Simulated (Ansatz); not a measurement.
One change: `B[CH](Cl)[GaH2]` becomes `B[CH](Cl)[GeH3]`.

Ansatz, PBE0-D4/def2-TZVP geometries, multiplicity 1. 

Scalar relativity is left out up to krypton.

| property | `B[CH](Cl)[GaH2]` |
| --- | --- |
| LUMO energy (PBE0/def2-TZVPP) / eV | -1.28 |
| HOMO energy (PBE0/def2-TZVPP) / eV | -7.81 |
| LUMO energy (ωB97M-V/def2-TZVPP) / eV | 0.46 |
| size of the dipole moment (B3LYP/def2-TZVPP) / D | 1.10 |
| size of the dipole moment (PBE/def2-TZVPP) / D | 1.15 |
| size of the dipole moment (ωB97M-V/def2-TZVPP) / D | 1.13 |

**Question.** What does the change do to each property? (An estimate is asked.)

**Answer.** Computed: 
```
                                          property  `B[CH](Cl)[GeH3]`  shift
                LUMO energy (PBE0/def2-TZVPP) / eV              -1.59  -0.31
                HOMO energy (PBE0/def2-TZVPP) / eV              -7.86  -0.05
             LUMO energy (ωB97M-V/def2-TZVPP) / eV               0.31  -0.15
  size of the dipole moment (B3LYP/def2-TZVPP) / D               1.68   0.58
    size of the dipole moment (PBE/def2-TZVPP) / D               1.65   0.50
size of the dipole moment (ωB97M-V/def2-TZVPP) / D               1.71   0.58
```

With PBE0 the HOMO falls by 0.05 eV and the LUMO falls by 0.31 eV, so the gap narrows by about 0.26 eV. PBE moves the HOMO by 0.10 eV and ωB97M-V by -0.10 eV. Dipoles are sizes alone; their direction can turn.

B3LYP here is the variant with VWN-RPA as its local correlation; programs differ in this.
